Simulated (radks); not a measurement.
Results of a calculation; reference values are marked as such.
Orbital eigenvalues (eV) of the ytterbium ion Yb2+, [Xe] 4f14, of relativity; Dirac values are averaged over j with weights 2j + 1. Spin-unpolarised spherical Kohn-Sham, PBE, point nucleus unless stated (finite: rms radius 5.3108 fm), a radial shooting solver on a logarithmic mesh with Libxc functionals. A level marked "c x" has the speed of light scaled by that factor and shares open shells by 2j + 1; other Dirac levels either fill j = l - 1/2 first or share by 2j + 1.

shell       non-rel.
2p           -8810.6
3s           -2069.3
3p           -1883.9
3d           -1538.5
4s           -404.46
4p           -329.09
4d           -193.02
5s           -59.685
5p           -40.042
4f           -21.521
6s (empty)   -13.925
5d (empty)   -13.785

Give the values at the level "Dirac, c x 0.75".

Answer. 
shell       Dirac, c x 0.75  change of magnitude (%)
2p                  -9585.8                    +8.80
3s                  -2647.0                   +27.92
3p                  -2093.2                   +11.11
3d                  -1514.4                    -1.57
4s                  -549.52                   +35.87
4p                  -381.07                   +15.79
4d                  -191.45                    -0.81
5s                  -81.655                   +36.81
5p                  -45.577                   +13.82
4f                  -15.065                   -30.00
6s (empty)          -16.838                   +20.92
5d (empty)          -13.311                    -3.44
